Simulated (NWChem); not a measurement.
System: CH4GeN2O; SMILES [NH2][GeH2][O]C#N

```xyz
9

N      0.4224    -2.8369     0.1715
C     -0.1193    -1.8724    -0.1932
O     -0.7099    -0.8209    -0.6029
Ge    -0.2918     0.8421     0.1390
N      1.4782     1.1427     0.1041
H     -1.0429     1.7611    -0.8166
H     -0.7790     0.7540     1.5849
H      1.9313     1.2326    -0.7999
H      2.0588     0.6095     0.7445
```
Atoms are numbered in this order, from 1.

Level: PBE0/def2-SVP (NWChem), optimised geometry, unscaled harmonic frequencies. 

| frequency (cm⁻¹) | IR intensity (km/mol) |
|---|---|
| 39 | 3.0 |
| 107 | 6.9 |
| 228 | 9.5 |
| 288 | 30.9 |
| 461 | 7.2 |
| 479 | 298.8 |
| 499 | 26.3 |
| 541 | 15.0 |
| 620 | 35.6 |
| 705 | 3.6 |
| 750 | 69.7 |
| 805 | 80.8 |
| 841 | 53.1 |
| 903 | 38.0 |
| 1211 | 160.9 |
| 1548 | 28.0 |
| 2220 | 55.8 |
| 2249 | 72.5 |
| 2411 | 306.0 |
| 3595 | 42.8 |
| 3700 | 54.2 |

```
Item                                                                                Value
-----------------------------------------------------------------------  ----------------
zero-point energy                                                           34.6 kcal/mol
thermal correction to the enthalpy at 298.15 K (with zero-point energy)     39.5 kcal/mol
heat capacity Cv                                                         23.0 cal/(mol K)
entropy at 298.15 K and 1 atm (symmetry number 1)                        83.8 cal/(mol K)
dipole moment                                                                      5.14 D
```

Rigid rotor and harmonic oscillator; modes under 100 cm⁻¹ make the entropy uncertain.
